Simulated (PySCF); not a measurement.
Radial density of Tl²⁺ (thallium, charge +2)

B3LYP, [Xe] 4f14 5d9 6s1 6p1, one real determinant (an excited configuration). Computed with PySCF 2.14 in aug-cc-pwCVTZ-DK3 (11s10p8d5f1g, 125 functions), with scalar relativity by spin-free X2C-1e.

```tsv
r (bohr)	4πr²ρ (e/bohr)	4πr²(ρα − ρβ)
0.0161	103.9	0.0048
0.0271	107.7	0.0159
0.0456	151.4	0.0440
0.0766	124.3	0.0781
0.129	140.7	0.1235
0.217	89.52	0.0228
0.365	95.00	0.2617
0.614	38.10	0.2381
1.03	20.11	0.9307
1.74	5.529	1.2849
2.92	0.9190	0.7144
4.91	0.04661	0.0459
8.26	2.971e-05	0.0000
```

Densities and radii are taken from the X2C orbitals without a picture-change correction, which distorts them close to the nucleus.

⟨L²⟩ = 8.01 against 12 for a pure F term, so this real determinant mixes terms. Spin-orbit coupling, absent here, splits the open shell strongly.
